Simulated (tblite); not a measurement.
C₄H₆P₃ (charge -1).
SMILES with atom numbers: `[CH3:1][c:2]1[p:3][p:4][c:5]([CH3:6])[p-:7]1` (hydrogens: H8, H9, H10 on C1; H11, H12, H13 on C6)

Computed values, GFN2-xTB/tblite, gas phase, harmonic and unscaled. Against measured fundamentals such values can be off by several per cent, at times by over 20.

Harmonic wavenumbers (cm⁻¹): 28.4, 38.0, 126.9, 169.2, 238.8, 299.8, 344.3, 363.9, 364.4, 395.8, 576.7, 621.2, 635.2, 866.5, 886.6, 1010.0, 1011.4, 1111.9, 1151.4, 1157.2, 1174.2, 1382.5, 1384.6, 1485.6, 1486.0, 1493.5, 1494.1, 2946.9, 2947.2, 2963.5, 2965.6, 3000.7, 3001.1.

A = 2325, B = 1443, C = 900.3 MHz; mass 146.968 u (most abundant isotopes); point group C2v, symmetry number 2.

**Question.** Zero-point energy?

**Answer.** Half the sum of the wavenumbers: 19562 cm⁻¹ = 234.01 kJ/mol.

**Question.** Entropy at 400 K, 1 bar (ideal gas, RRHO, classical rotation)?

**Answer.** Translation 177.20, rotation 119.47, vibration 143.36: S = 440.0 J/(mol K).

**Question.** And Cp and H(400 K) − H(0)?

**Answer.** Cp = 158.01 J/(mol K), of which vibrations give 124.75 (their classical limit is 33 R = 274.4); H(400 K) − H(0) = 40.76 kJ/mol without the zero-point energy, 27.46 from vibrations.

**Question.** What must be added to the electronic energy to get the Gibbs energy at 400 K and 1 bar?

**Answer.** ZPE + [H(400 K) − H(0)] − T·S = 234.01 + 40.76 − 176.01 = 98.76 kJ/mol.

**Question.** How do the functions run with temperature in this model?

**Answer.** 
```
 T (K)  S (J/(mol K))  Cp (J/(mol K))  H − H(0) (kJ/mol)  G − H(0) (kJ/mol)  ln q(vib)
    50          247.2            53.9               2.22             -10.14       1.03
   100          289.9            71.7               5.35             -23.64       2.29
298.15          397.4           132.5              25.94             -92.56       6.83
373.15          429.3           151.6              36.60            -123.58       8.43
   500          477.6           179.2              57.66            -181.16      11.00
   750          558.1           217.4             107.61            -310.99      15.68
  1000          624.3           242.1             165.25            -459.04      19.86
```

q(vib) and H(0) count from the zero-point level.

Hindered rotation and anharmonicity are outside this model.
